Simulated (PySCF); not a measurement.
Coordinates in bohr (charge 0 multiplicity 5):
```
Pt    0.0000    0.0000   -0.8055
Se    4.0316    0.0000    0.9751
Se   -4.0316    0.0000    0.9751
```

Method: PySCF, UB3LYP, basis Pt def2-SVP with ECP60, Se def2-SVP (scalar-relativistic core potentials, no spin–orbit coupling, density fitting).

This geometry of PtSe2 is a stationary point at this level.

Q: What is the point group?

A: C2v.

Q: Is it a minimum?

A: Yes: all harmonic wavenumbers are real.

Q: What are the dipole moment and the gap between the highest occupied and lowest empty levels of either spin?

A: 0.51 D and 1.33 eV.

Q: Give the atomic charges and bond orders.

A: 
| atom | Mulliken | Löwdin | polar tensor | spin (Mulliken) | Mayer order to Pt1 |
| --- | --- | --- | --- | --- | --- |
| Pt1 | 0.10 | -0.52 | -0.01 | 1.03 | – |
| Se2,3 | -0.05 | 0.26 | 0.00 | 1.49 | 1.43 |

Q: What is the atomisation energy, with and without zero-point energy?

A: 538 kJ/mol without, 534 kJ/mol with.

This need not be the most stable arrangement of these atoms. Open d and f shells are described by one determinant, and the ground state may have another occupation or spin. No spin–orbit coupling is included, which matters more the heavier the element.
